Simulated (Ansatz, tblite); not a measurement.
Removing and adding an electron: cis-[FeF2(H2O)4]+ (FeO4F2H8⁺). Charge 1, multiplicity 6. Geometry: PBE-D4/def2-SVP. Ansatz, gas phase; energy differences of separate SCF runs; the oxidised species was run as a quintet alone; the reduced species was run as a quintet alone.

```xyz
15

Fe    0.111   -0.062    0.383
F     1.801    0.031    1.024
O    -1.576    0.241   -0.938
H    -1.672    1.089   -1.418
H    -2.383    0.137   -0.392
F    -1.188   -0.424    1.604
O     1.067    0.129   -1.532
H     0.828   -0.436   -2.294
H     2.040    0.086   -1.432
O     0.248   -2.198    0.143
H    -0.427   -2.585    0.742
H     1.107   -2.535    0.473
O    -0.074    2.036    0.850
H     0.792    2.370    1.166
H    -0.675    2.121    1.621
```

The xTB rows come from tblite. HOMO above LUMO, or a gap near zero within one spin, warns that the state may not be the lowest or that an electron is smeared out.

| level | −HOMO (eV) | vertical IE (eV) | −LUMO (eV) | vertical EA (eV) | HOMO–LUMO gap (eV) | IE − EA (eV) | remarks |
| --- | --- | --- | --- | --- | --- | --- | --- |
| GFN1-xTB | – | 19.87 | – | 14.21 | – | 5.66 | – |
| GFN2-xTB | – | 16.31 | – | 11.39 | – | 4.93 | – |
| PBE-D4/def2-TZVP | 10.93 | – | 9.60 | 5.69 | 1.33 | – | – |
| r2SCAN-D4/def2-TZVP | 11.76 | 14.96 | 9.32 | 5.61 | 2.44 | 9.35 | gap within one spin near zero (+2 quintet), spin-contaminated (⟨S²⟩ 6.17) (+2 quintet) |
| PBE0-D4/def2-TZVP | 13.71 | 15.83 | 8.10 | 6.03 | 5.61 | 9.80 | spin-contaminated (⟨S²⟩ 6.30) (+2 quintet) |

Relaxing the oxidised species (PBE-D4/def2-SVP) changes its energy by -1.10 eV at PBE0-D4/def2-TZVP, so the adiabatic ionisation energy to this nearest minimum is 14.73 eV.  Relaxing the reduced species (PBE-D4/def2-SVP) changes its energy by -0.57 eV at PBE-D4/def2-TZVP, so the adiabatic electron affinity to this nearest minimum is 6.26 eV. At PBE0-D4/def2-TZVP it is 6.44 eV.  Run but left out: PBE-D4/def2-TZVP (charge +2 quintet: an occupied level 0.09 eV above an empty one).   HOMO and LUMO are the levels of the spin that leaves or enters (xTB has no such levels and no spin-polarisation term). Other spin states of the ions may lie lower, which would lower the ionisation energy or raise the affinity. Raw xTB energy differences between charge states are shifted by several eV; the methods need an empirical correction for them.
